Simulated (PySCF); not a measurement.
Basis and Hamiltonian dependence of the ionisation energy of I

I [Kr] 4d10 5s2 5p5 (2P) → I⁺ [Kr] 4d10 5s2 5p4 (3P). All values are computed (PySCF 2.14, energy differences of UHF-based or UKS calculations, no spin-orbit coupling). Values in eV.

| basis | Hamiltonian | functions | UHF | LDA | PBE0 | MP2 (valence) | CCSD(T) (valence) | CCSD(T) (valence and next inner shell) |
| --- | --- | --- | --- | --- | --- | --- | --- | --- |
| cc-pVDZ-PP with ECP28MDF | ECP | 23 | 9.591 | n/a | 10.544 | 10.061 | 10.035 | n/a |
| aug-cc-pVDZ-PP with ECP28MDF | ECP | 32 | 9.591 | 10.809 | 10.554 | 10.141 | 10.145 | n/a |
| x2c-SVPall | spin-free X2C | 36 | 9.571 | n/a | n/a | 10.064 | 10.046 | n/a |
| aug-cc-pwCVDZ-PP with ECP28MDF | ECP | 48 | 9.584 | 10.818 | 10.556 | 10.144 | 10.146 | 10.179 |
| x2c-TZVPPall | spin-free X2C | 60 | 9.587 | 10.835 | 10.568 | 10.268 | n/a | 10.376 |
| aug-cc-pVTZ-PP with one added diffuse shell each of d, f type with ECP28MDF | ECP | 67 | 9.546 | 10.784 | 10.525 | 10.288 | 10.346 | n/a |
| aug-cc-pVTZ-DK3 | spin-free X2C | 68 | 9.547 | 10.808 | 10.536 | 10.289 | 10.348 | n/a |
| x2c-TZVPPall with one added diffuse shell each of s, p, d, f type | spin-free X2C | 76 | 9.594 | 10.853 | 10.576 | 10.302 | 10.362 | 10.416 |
| def2-QZVPPD with the def2 core potential (28 electrons) | ECP | 91 | 9.545 | 10.796 | 10.534 | 10.384 | 10.464 | n/a |
| aug-cc-pVQZ-PP with ECP28MDF | ECP | 92 | 9.537 | 10.789 | 10.524 | 10.389 | 10.469 | n/a |
| aug-cc-pwCVTZ-PP with ECP28MDF | ECP | 96 | 9.538 | 10.789 | 10.525 | 10.295 | 10.354 | n/a |
| cc-pV5Z-PP with ECP28MDF | ECP | 103 | 9.535 | 10.787 | 10.523 | 10.422 | n/a | n/a |
| aug-cc-pwCVTZ-DK3 with one added diffuse shell each of s, p, d, f type | spin-free X2C | 125 | 9.542 | 10.806 | 10.536 | 10.301 | n/a | n/a |
| aug-cc-pV5Z-PP with ECP28MDF | ECP | 139 | 9.536 | 10.788 | 10.523 | 10.435 | n/a | n/a |

Extrapolation of MP2 (valence) from aug-cc-pVQZ-PP with ECP28MDF and aug-cc-pV5Z-PP with ECP28MDF: the correlation parts are 0.852 and 0.900 eV; with the X⁻³ form and unrounded values, (5³ × 0.900 − 4³ × 0.852)/(5³ − 4³) = 0.950 eV, and adding the Hartree-Fock value 9.536 eV of the larger basis gives 10.485 eV.

Frozen in the all-electron rows: valence: [Kr] 4d10; valence and next inner shell: [Ar] 3d10; with a core potential, the same shells as far as they lie outside it.

Reference for a calculation without spin-orbit coupling: 10.519 eV (measured, between term centres; NIST).
